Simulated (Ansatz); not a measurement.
Li5H10⁻. Total charge -1; singlet. Geometry PBE-D4/def2-TZVPD.

```xyz
15

Li   -1.9681   -0.7506    1.2042
Li    1.2076   -1.7648    1.1443
Li    1.7247   -0.1848   -0.5173
Li    0.2073    0.5686    1.4079
Li   -1.5297    0.8540   -0.4565
H    -2.9080    2.2169   -1.4680
H    -0.4156   -1.4056    1.8053
H     1.9319   -0.0190    1.3442
H     3.6053    0.1381   -1.5823
H    -2.7336   -0.5002   -0.4036
H    -3.1865    1.5186   -1.3214
H     3.4322   -0.5941   -1.4394
H     0.2496    0.8196   -0.6358
H     1.9226   -1.9865   -0.4907
H    -1.5397    1.0898    1.4093
```

In the singlet, H9 and H12 lie 0.77 Å apart, H6 and H11 lie 0.77 Å apart (atoms count from 1), so H2 has formed as a molecule. Another isomer (singlet) lies 0.13 eV lower at PBE0-D4/def2-TZVPD; other spin states weren't run for this one.

(1) Estimate the orbital energies around the gap (eV) in Ansatz with PBE-D4/def2-TZVPD, r2SCAN-D4/def2-TZVPD, B97M-V/def2-TZVPD, r2SCANh-D4/def2-TZVPD, PBE0-D4/def2-TZVPD.

Results:

(1) 
| orbital | PBE-D4/def2-TZVPD | r2SCAN-D4/def2-TZVPD | B97M-V/def2-TZVPD | r2SCANh-D4/def2-TZVPD | PBE0-D4/def2-TZVPD |
| --- | --- | --- | --- | --- | --- |
| HOMO−9 | -45.02 | -46.55 | -48.11 | -48.00 | -49.05 |
| HOMO−8 | -44.89 | -46.44 | -48.06 | -47.90 | -48.93 |
| HOMO−7 | -7.69 | -8.15 | -8.24 | -8.74 | -9.33 |
| HOMO−6 | -7.69 | -8.15 | -8.24 | -8.74 | -9.33 |
| HOMO−5 | -3.00 | -3.25 | -3.40 | -3.75 | -4.33 |
| HOMO−4 | -2.10 | -2.32 | -2.48 | -2.77 | -3.32 |
| HOMO−3 | -1.77 | -1.99 | -2.19 | -2.41 | -2.91 |
| HOMO−2 | -1.32 | -1.50 | -1.69 | -1.91 | -2.41 |
| HOMO−1 | -0.95 | -1.11 | -1.32 | -1.52 | -2.00 |
| HOMO | -0.86 | -1.02 | -1.24 | -1.41 | -1.88 |
| LUMO | 2.18 | 2.71 | 2.19 | 2.77 | 2.54 |
| LUMO+1 | 2.35 | 2.87 | 2.33 | 2.91 | 2.64 |
| LUMO+2 | 2.40 | 2.91 | 2.40 | 2.96 | 2.70 |
| LUMO+3 | 2.57 | 3.19 | 2.58 | 3.22 | 2.86 |
| LUMO+4 | 2.62 | 3.23 | 2.59 | 3.25 | 2.88 |
| LUMO+5 | 2.88 | 3.43 | 2.87 | 3.50 | 3.26 |
